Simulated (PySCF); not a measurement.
CaCl, SMILES [Ca][Cl], multiplicity 2. Atoms are numbered in the order given.

```xyz
2

Ca     0.0000     0.0000    -1.1178
Cl     0.0000     0.0000     1.3150
```
Charge 0, spin multiplicity 2.

Geometry: PBE0-D3(BJ)/def2-TZVPD. The multiplicity is an assumed one; other spin states were not compared.

These are PySCF with B3LYP/def2-TZVPD values and carry that method's errors.

Mulliken values depend strongly on the basis, most of all with diffuse functions as here. Atomic charges (e):

| atom | meta-Löwdin | Mulliken | Mulliken spin |
|---|---|---|---|
| Ca1 | … | 0.68 | 1.00 |
| Cl2 | … | -0.68 | 0.00 |

**Question.** What belongs in the gaps? (The exact figures need the calculation; the answer reports its results.)

**Answer.** 
- Ca1, meta-Löwdin: 0.85
- Cl2, meta-Löwdin: -0.85
